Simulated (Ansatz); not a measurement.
## A family of molecules: the HOMO–LUMO gap

One atom is swapped for its congeners: C2H10N2Si `CN[SiH2]NC`; C2H10GeN2 `C[NH][GeH2][NH]C`; C2H10N2Sn `C[NH][SnH2][NH]C`. All are singlets with charge 0.

Shapes, held fixed at every level: PBE0-D4/def2-TZVP. Flexible molecules stand in one conformer, not always the lowest. Programs: Ansatz 0.2.0. Values in eV.

| level | C2H10N2Si | C2H10GeN2 | C2H10N2Sn |
| --- | --- | --- | --- |
| PBE-D4/def2-TZVPP | 5.40 | 5.11 | 4.29 |
| r2SCAN-D4/def2-TZVPP | 6.19 | 5.80 | 4.95 |
| B3LYP-D4/def2-TZVPP | 7.08 | 6.80 | 5.88 |
| PBE0-D4/def2-TZVPP | 7.57 | 7.31 | 6.34 |
| wB97X-V/def2-TZVPP | 11.89 | 11.66 | 10.45 |
| wB97M-V/def2-TZVPP | 11.40 | 11.24 | 9.97 |

At wB97M-V/def2-TZVPP the HOMO–LUMO gap falls at every step, from 11.40 to 9.97 eV. Every level shows the same order. For atoms past krypton def2 sets carry core potentials with scalar relativity. Relativity is left out for Ge unless named. Orbital gaps aren't excitation energies, and the LUMO depends on the basis.
